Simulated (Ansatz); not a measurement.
Two isomers of C3H8OSi: A = `C[SiH2]CC=O`, B = `OC/C=C/[SiH3]`.

Program: Ansatz. Geometries: PBE0-D4/def2-TZVP. ΔE: electronic, gas phase. CBS: MP2 limit from def2 TZ/QZ plus the TZ coupled-cluster correction, frozen cores. DFT in def2-TZVPP. B3LYP here is the variant with VWN-RPA as its local correlation; programs differ in this. Each species was taken in one conformer, which may not be the lowest.

(1) Which is lower in electronic energy at CCSD(T)/CBS, and by how much? (An estimate is asked.)

(2) Give E(B) − E(A) in kcal/mol with BLYP-D4, B3LYP, HF/def2-TZVPP, CCSD(T)/def2-TZVPP, PBE-D4, r2SCAN-D4, CCSD/def2-TZVPP. (Best estimate.)

(3) Does the order hold for the free energy at 298.15 K (harmonic terms from PBE0-D4)? (Best estimate.)

Largest T1 diagnostic: 0.013.

## Answers

(1) Ansatz gave: A, by 22.3 kcal/mol.

(2) Ansatz gave: BLYP-D4 23.6, B3LYP 22.7, HF/def2-TZVPP 22.4, CCSD(T)/def2-TZVPP 23.0, PBE-D4 24.3, r2SCAN-D4 24.9, CCSD/def2-TZVPP 22.9. None reverses the order clearly.

(3) Computed: Yes: G(B) − G(A) = +23.5 kcal/mol, for one conformer each. Modes under 60 cm⁻¹, often nearly free rotors, make the harmonic entropy too high.

At CCSD(T), def2-SVP lies +3.1 kcal/mol from the extrapolated value and def2-TZVPP +0.7 kcal/mol. Leaving LDA and LC-ωPBE aside and taking each functional with its dispersion term where it has one, the values, not all of them listed here, spread over 2.1 kcal/mol, from BHLYP-D4 to B97M-V. LDA lies −1.5 kcal/mol from PBE without D4.
